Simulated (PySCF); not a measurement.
# AsO⁺: energy against distance

Set-up: As def2-TZVPPD, O def2-TZVPPD; no relativity (PySCF 2.14). Energies in eV from As⁺ + O in their ground configurations at the same level. State: ¹Σ⁺ (singlet), closed shell.

Curves on a restricted Hartree–Fock reference rise too fast on stretching and do not dissociate correctly.

| R (Å) | RHF-CCSD |
| --- | --- |
| 1.404 | -4.835 |
| 1.466 | -5.603 |
| 1.513 | -5.879 |
| 1.560 | -5.963 |
| 1.607 | -5.898 |
| 1.669 | -5.642 |
| 1.747 | -5.135 |
| 1.841 | -4.368 |

Problem. Put a parabola through the three lowest points of the RHF-CCSD curve and estimate Re, k and ωe (reduced mass 13.18 u; 1 eV/Å² = 0.16022 mdyn/Å; ωe = 1302.8·√(k/μ) cm⁻¹).

Solution. Through R = 1.513, 1.56, 1.607 Å the second-order coefficient is 33.7 eV/Å², so Re ≈ 1.563 Å, k ≈ 10.8 mdyn/Å and ωe ≈ 1180 cm⁻¹. A polynomial fit of higher order to the unrounded RHF-CCSD energies gives Re = 1.561 Å, k = 10.7 mdyn/Å, ωe = 1175 cm⁻¹; anharmonicity and rounding make the difference.

The higher-order fit for each curve: RHF-CCSD: Re = 1.561 Å, ωe = 1175 cm⁻¹, De = 5.96 eV.

Correlated steps freeze 10 core orbitals. For an ion De counts to the pair picked by the measured ionisation energies or electron affinities, which need not be the lowest pair at this level. Where the molecule has an RHF reference, its open-shell atoms are computed with UHF. The CCSD T1 diagnostic is raised, a sign that a single reference may not be enough here.
